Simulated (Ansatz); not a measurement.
Ansatz (a quantum-chemistry and plane-wave program) input (HF/def2-QZVPPD):
A basis named .json is the Basis Set Exchange file of that set.

Ansatz 0.2 input:
```yaml
crystal:
  periodic: [false, false, false]
  atoms:
    - {symbol: Mo, position_ang: [0.16163865, -0.09305585, -0.16513795]}
    - {symbol: O, position_ang: [-1.39808227, -1.00451003, 0.16314036]}
    - {symbol: O, position_ang: [-0.33099972, 1.43069250, -0.62651673]}
    - {symbol: O, position_ang: [0.88047907, 0.06236075, 1.33035063]}
basis:
  gaussian:
    orbitals: def2-QZVPPD.json
hamiltonian:
  xc: hf
total_charge: 1
magnetization: {spin_polarized: true, initial_magnetization: 1}
```

Output:

```
Functional definition: HF
integrals: 0.20 GiB planned
1290 factors; their error is unknown
mean field: 1.54 GiB planned
mean field evaluation 1: about -7921.4420 eV, gradient 7.3e1 eV
mean field evaluation 2: about -7861.4212 eV, gradient 1.6e2 eV
mean field evaluation 4: about -7941.2273 eV, gradient 6.1e0 eV
mean field evaluation 8: about -7941.4884 eV, gradient 1.0e0 eV
mean field evaluation 16: about -7942.3184 eV, gradient 2.4e-2 eV
mean field evaluation 32: about -7878.5580 eV, gradient 1.6e2 eV
mean field evaluation 64: about -7876.4475 eV, gradient 1.5e2 eV
mean field evaluation 96: about -7873.5351 eV, gradient 1.5e2 eV
mean field evaluation 128: about -7940.1478 eV, gradient 3.8e0 eV
mean field evaluation 160: about -7941.1199 eV, gradient 3.3e0 eV
mean field evaluation 192: about -7941.9270 eV, gradient 2.5e-4 eV
mean field evaluation 224: about -7941.9270 eV, gradient 1.5e-5 eV
mean field evaluation 256: about -7938.5162 eV, gradient 1.9e0 eV
mean field evaluation 288: about -7936.5754 eV, gradient 2.0e1 eV
mean field evaluation 320: about -7942.2443 eV, gradient 8.0e-1 eV
mean field evaluation 352: about -7942.4009 eV, gradient 2.2e-1 eV
mean field evaluation 384: about -7937.8587 eV, gradient 3.0e0 eV
mean field evaluation 416: about -7938.1666 eV, gradient 1.1e1 eV
mean field evaluation 448: about -7940.0710 eV, gradient 9.4e-1 eV
mean field evaluation 480: about -7941.4031 eV, gradient 1.4e-2 eV
mean field evaluation 512: about -7941.3998 eV, gradient 3.0e-2 eV
mean field evaluation 544: about -7936.8656 eV, gradient 7.7e0 eV
mean field evaluation 576: about -7937.9357 eV, gradient 5.6e0 eV
mean field evaluation 608: about -7921.3008 eV, gradient 7.6e1 eV
mean field evaluation 640: about -7940.1564 eV, gradient 8.6e-1 eV
mean field evaluation 672: about -7927.8100 eV, gradient 4.5e1 eV
mean field evaluation 704: about -7938.9338 eV, gradient 5.0e0 eV
mean field evaluation 736: about -7941.4443 eV, gradient 4.8e-2 eV
mean field evaluation 768: about -7940.5353 eV, gradient 6.9e0 eV
mean field -7942.40659248 eV, -291.8780587172 hartree, gradient 6.6e-6 eV, S^2 1.953382; 11 other end points of the search recorded, 0 dependent functions left out
reference -7942.40659248 eV, -291.8780587172 hartree; 19, 18 occupied and 260, 261 virtual orbitals, 1290 factors
Total energy: -7942.40659248 eV, -291.8780587172 hartree
```

The spin state was set by rule; other spins were not relaxed.

The determinant is spin-contaminated: <S^2> is 1.95 against 0.75 for a pure state.
